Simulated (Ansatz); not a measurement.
`[SiH3]C1CCC1` + `[F][AlH][SH]` → `[F][AlH][S][SiH3]` + `C1CCC1` at 500 K and 1 bar (ligand exchange at the Si–C bond).

Isolated molecules relaxed with PBE0-D4/def2-TZVP in Ansatz; ΔE leaves out vibrations. CBS: MP2 limit from def2 TZ/QZ plus the TZ coupled-cluster correction, frozen cores. This one scheme is used for every species. One conformer a species, not always the lowest.

```
            species  CCSD(T)/CBS energy (Eh)  H − E (kJ/mol)  S (J/(mol·K))
     `[SiH3]C1CCC1`               -447.27543           378.0          399.5
     `[F][AlH][SH]`               -740.90186            79.7          331.7
`[F][AlH][S][SiH3]`              -1031.20495           141.4          416.7
           `C1CCC1`               -156.99792           324.1          311.5
```

H − E and S are ideal-gas, rigid-rotor, harmonic terms from PBE0-D4/def2-TZVP, for one conformer and one mirror image of each species. 1 Eh = 2625.50 kJ/mol, R = 8.31446 J/(mol·K).

Q: By hand: ΔE, ΔH, ΔS and ΔG.

A: ΔE = (-1031.20495) + (-156.99792) − (-447.27543) − (-740.90186) = -0.02558 Eh = -67.2 kJ/mol. Δ(H − E) = 141.4 + 324.1 − 378.0 − 79.7 = 7.8, so ΔH = -59.4 kJ/mol. ΔS = 416.7 + 311.5 − 399.5 − 331.7 = -3.0 J/(mol·K). ΔG = -59.4 − 500 × (-3.0)/1000 = -57.9 kJ/mol.

Q: By hand: the equilibrium constant, and the temperature at which ΔG would vanish if ΔH and ΔS stayed fixed.

A: log₁₀ K = −ΔG/(RT ln 10) = 6.0. ΔG = 0 at ΔH/ΔS = 19800 K, far beyond where these terms or the molecules hold.

The number of gas molecules stays the same, so ΔS is small and ΔH decides. A doubt of 5 kJ/mol in ΔE shifts log₁₀ K by 0.5 here. Other conformers and mirror images would add mixing entropy, several J/(mol·K) or more a flexible species. Modes under 60 cm⁻¹, often nearly free rotors, make the harmonic entropy too high. These are equilibria of isolated gas molecules and say nothing of rates. Largest T1 diagnostic: 0.012 (customary marks: 0.02 for closed shells, 0.045 for open ones).
